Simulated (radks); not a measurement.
Spherical quantum dot in the effective-mass picture: electrons in a parabolic well V = omega^2 r^2 / 2 with omega = 0.19, all in effective atomic units (hartree* = m*/eps^2 hartree, bohr* = eps/m* bohr), one dielectric constant everywhere. Calculated with a radial shooting solver with Libxc functionals: non-relativistic Kohn-Sham, LDA (Slater exchange, Perdew-Wang correlation), spin-polarised, spherical densities. Levels are named by radial order and angular momentum (1s, 1p, 1d, 2s, ...), and open shells are averaged over m. Each electron was tried in the lowest free levels, single moves between levels near the top were tried too, and the lowest total energy was kept; such a search can miss a lower state. At N = 1 the Hartree and exchange-correlation terms need not cancel, so that row can carry a self-interaction error.

N        open shells  2S  E (hartree*)  mu = E(N) - E(N-1) (hartree*)  addition energy mu(N+1) - mu(N) (hartree*)  e(HOMO) (hartree*)  rms radius (bohr*)
1   1s(up 1, down 0)   1      0.292861                        0.29286                                      0.2842             0.41221               2.850
2               none   0      0.869918                        0.57706                                      0.3447             0.68655               3.218
3   1p(up 1, down 0)   1       1.79165                        0.92173                                      0.1831              1.0135               3.692
4   1p(up 2, down 0)   2       2.89651                         1.1049                                      0.1795              1.1955               4.001
5   1p(up 3, down 0)   3       4.18086                         1.2844                                      0.2091              1.3722               4.246
6   1p(up 3, down 1)   2       5.67434                         1.4935                                      0.1591              1.5733               4.472
7   1p(up 3, down 2)   1       7.32688                         1.6525                                      0.1567              1.7314               4.669
8               none   0       9.13609                         1.8092                                      0.2466              1.8864               4.846
9   1d(up 1, down 0)   1       11.1919                         2.0558                                      0.1406              2.1264               5.044
10  1d(up 2, down 0)   2       13.3883                         2.1964                                      0.1384              2.2659               5.220
11  1d(up 3, down 0)   3       15.7230                         2.3347                                      0.1361              2.4031               5.380
12  1d(up 4, down 0)   4       18.1938                         2.4708                                      0.1337              2.5380               5.528
13  1d(up 5, down 0)   5       20.7983                         2.6045                                      0.1587              2.6706               5.666
14  1d(up 5, down 1)   4       23.5615                         2.7632                                      0.1260              2.8264               5.799
15  1d(up 5, down 2)   3       26.4507                         2.8892                                      0.1245              2.9517               5.924
16  1d(up 5, down 3)   2       29.4643                         3.0137                                      0.1230              3.0754               6.043
17  1d(up 5, down 4)   1       32.6010                         3.1367                                      0.1214              3.1977               6.157
18              none   0       35.8591                         3.2581                                      0.1437              3.3183               6.266
19  2s(up 1, down 0)   1       39.2609                         3.4018                                      0.1357              3.4623               6.373
20              none   0       42.7984                         3.5375                                      0.1473              3.5970               6.477
21  1f(up 1, down 0)   1       46.4832                         3.6848                                      0.1118              3.7409               6.583
22  1f(up 2, down 0)   2       50.2798                         3.7966                                           -              3.8522               6.685

All shells are closed at N = 2, 8, 18, 20 (there: 1s2 1p6 1d10 2s2); the second difference of the energy has clear peaks (12 % above both neighbours; the first and last values, which can be the largest, are not judged, and half-filled shells can peak too) at N = 2, 5, 8, 13.
